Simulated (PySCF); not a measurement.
# A thermochemical cycle for SbTe

PBE0 in PySCF with def2-TZVPPD on every atom (core potentials on Sb, Te), for the lowest determinant that a PBE0 search found; no spin–orbit coupling. SbTe, a doublet (π ↑), has De = 2.69 eV to neutral atoms, and SbTe⁺, a singlet (closed shell), has De = 4.43 eV to Sb⁺ + Te.

The adiabatic ionisation energy of SbTe, between the minima, is 7.29 eV.

Which ionisation energy of the Sb atom does this level give?

IE(Sb) = IE(molecule) + De(ion) − De(neutral) = 7.29 + 4.43 − 2.69 = 9.03 eV; the measured value is 8.608 eV (NIST ASD).

These are scalar-relativistic numbers at best; spin–orbit coupling would shift them, the dissociation energy most. For an ion De counts to the pair picked by the measured ionisation energies or electron affinities, which need not be the lowest pair at this level. States were picked by a PBE0 search and need not be the measured ground states.
